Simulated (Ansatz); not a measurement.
Calculated with Ansatz (gas phase, PBE0-D4/def2-TZVP geometries, no zero-point term in ΔE). CCSD(T)/CBS is the MP2 limit (def2-TZVPP, def2-QZVPP) plus CCSD(T) − MP2 in def2-TZVPP, frozen cores. This one scheme is used for every species. Functionals use def2-TZVPP. B3LYP here is the variant with VWN-RPA as its local correlation; programs differ in this. For Ga outer-core shells are correlated without core-valence functions, which leaves a few kJ/mol of doubt a bond. Scalar relativity is left out up to krypton. Each species was taken in one conformer, which may not be the lowest.

Reaction (cleavage of the Si–Ga bond): `[CH3][AlH][SiH2][GaH2]` + CH₃OH → `CO[SiH2][AlH][CH3]` + `[GaH3]`

```csv
level,ΔE (kJ/mol),difference from CCSD(T)/CBS
PBE-D4,-18.2,16.6
r2SCAN-D4,-32.0,2.8
PBE0-D4,-23.4,11.4
B3LYP-D4,-40.0,-5.2
ωB97X-V,-43.7,-8.9
ωB97M-V,-43.1,-8.3
B2PLYP,-41.3,-6.5
PBE,-16.6,18.2
r2SCAN,-31.3,3.5
PBE0,-22.1,12.7
HF/def2-TZVPP,-60.7,-25.9
MP2/def2-TZVPP,-41.1,-6.3
SCS-MP2/def2-TZVPP,-47.2,-12.4
HF/def2-QZVPP,-63.1,-28.3
HF/CBS(def2),-63.4,-28.6
MP2/CBS(def2),-39.4,-4.6
CCSD(T)/CBS,-34.8,0
```

Largest T1 diagnostic among the species: 0.013.

In def2-TZVPP, CCSD(T) changes the Hartree–Fock value by +24.2 kJ/mol (the triples alone add +3.0 kJ/mol) and MP2 by +19.6 kJ/mol. From PBE to PBE0 (25 % exact exchange), in def2-TZVPP and without D4, ΔE moves by −5.5 kJ/mol.

CCSD(T)/CBS has its own doubt, a few kJ/mol and more with outer-core shells, so smaller differences from it don't rank the levels.
